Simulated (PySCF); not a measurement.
C₃H₅BF₃NO.
Bonds: B1–N2, N2–C3 (triple), C3–C4, C4–O5, O5–C6, C6–F7, C6–F8, C6–F9. Hydrogens: H10, H11, H12 on B1; H13, H14 on C4.

A linear-response calculation (PySCF, def2-SVPD basis, gas phase, vertical, core orbitals frozen in the response) gave these numbers; the functional is withheld.

Orbital energies (eV): HOMO-3 -11.01, HOMO-2 -10.82, HOMO-1 -8.09, HOMO -8.05, LUMO -1.62, LUMO+1 -0.98, LUMO+2 -0.19.

| state | E (eV) | f | main configurations (H = HOMO, L = LUMO) |
| --- | --- | --- | --- |
| S1 | 5.03 | 0.0024 | H→L (96%) |
| S2 | 5.39 | 0.045 | H-1→L (71%), H→L+1 (28%) |
| S3 | 5.69 | 0.0048 | H-1→L+1 (97%) |
| S4 | 6.56 | 0.674 | H→L+1 (68%), H-1→L (27%) |
| S5 | 6.91 | 0.0064 | H→L+2 (95%) |
| S6 | 6.97 | 0.0083 | H-1→L+2 (95%) |

Triplets (Tamm–Dancoff): T1 4.55 eV, H-1→L (88%); T2 4.77 eV, H→L (91%); T3 5.10 eV, H→L+1 (87%); T4 5.46 eV, H-1→L+1 (92%).

Vertical ionisation energy by ΔSCF with the same functional: 10.33 eV. Mean static polarisability: 75.4 au.

Question: Name the functional.
A. CAM-B3LYP
B. PBE
C. HF
D. PBE0

Answer: D. PBE0 is a global hybrid with 25% exact exchange. In this run −ε(HOMO) = 8.05 eV differs from the ΔSCF value by -2.28 eV, and S1 differs from the orbital gap of 6.43 eV by -1.40 eV. The ratio −ε(HOMO)/IP is 0.78. Small neutral molecules mostly give 0.7 to 0.83 with PBE0, 0.5 to 0.7 with PBE, 0.85 to 0.93 with CAM-B3LYP; Hartree–Fock can't fall below 1, since the ion's relaxation only lowers the ΔSCF value.

The calculation used TDDFT PBE0/def2-SVPD, vertical, gas phase, core orbitals frozen in the response in PySCF. Isolated species at its PBE0-D3(BJ)/def2-SVP geometry (one conformer only).

On Arm Neoverse V1, one thread (shared host), this took 3.3 min of wall time and 1.1 GiB of memory at its peak.

Conformer computed: `[BH3-:1][N+:2]#[C:3][CH2:4][O:5][C:6]([F:7])([F:8])[F:9]`: C3–C4–O5–C6 -174°, C4–O5–C6–F7 -178°.
